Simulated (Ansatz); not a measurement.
Computed with Ansatz on PBE0-D4/def2-TZVP structures; ΔE is electronic, products minus reactants. CBS: MP2 limit from def2 TZ/QZ plus the TZ coupled-cluster correction, frozen cores. Functionals use def2-TZVPP. B3LYP here is the variant with VWN-RPA as its local correlation; programs differ in this. def2 core potentials past Kr. For Br, In, Se outer-core shells are correlated without core-valence functions, which leaves a few kJ/mol of doubt a bond. Scalar relativity is left out up to krypton. Each species was taken in one conformer, which may not be the lowest.

Consider the redistribution: `[Cl][InH][SeH]` + `C[O][In]([OH])[Br]` → `C[Se][InH][Cl]` + `[OH][In]([OH])[Br]`.

```csv
level,ΔE (eV)
PBE-D4,-0.57
r2SCAN-D4,-0.55
ωB97M-V,-0.55
B3LYP,-0.50
HF/def2-TZVPP,-0.41
CCSD/def2-TZVPP,-0.54
MP2/def2-QZVPP,-0.67
HF/CBS(def2),-0.41
```

(1) What does CCSD(T)/CBS give? (Estimate.)

Largest T1 diagnostic among the species: 0.015.

Results:

(1) Computed: -0.59 eV. The listed levels differ from it by 0.02, 0.04, 0.04, 0.09, 0.18, 0.05, -0.08, 0.18 eV.

The D4 term adds −0.04 eV with B3LYP and −0.02 eV with PBE0; it sums over pairs of atoms, weighted by their polarisabilities, and B3LYP, whose exchange is more repulsive, gets the larger term. In def2-TZVPP, CCSD(T) changes the Hartree–Fock value by −0.15 eV (the triples alone add −0.02 eV) and MP2 by −0.24 eV.
